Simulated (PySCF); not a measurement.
## Correlation energy of Mg (magnesium, neutral)

[Ne] 3s1 4s1, 4s spin antiparallel (an excited configuration). Computed with PySCF 2.14 in aug-cc-pVTZ-DK, with scalar relativity by spin-free X2C-1e. Frozen: [Ne]; 2 electrons correlated.

Total MP2 correlation energy: -23.72 mhartree.

Same-spin part 0.00 and opposite-spin part -23.72 mhartree; SCS-MP2 scales them by 1/3 and 6/5 to -28.46 mhartree.
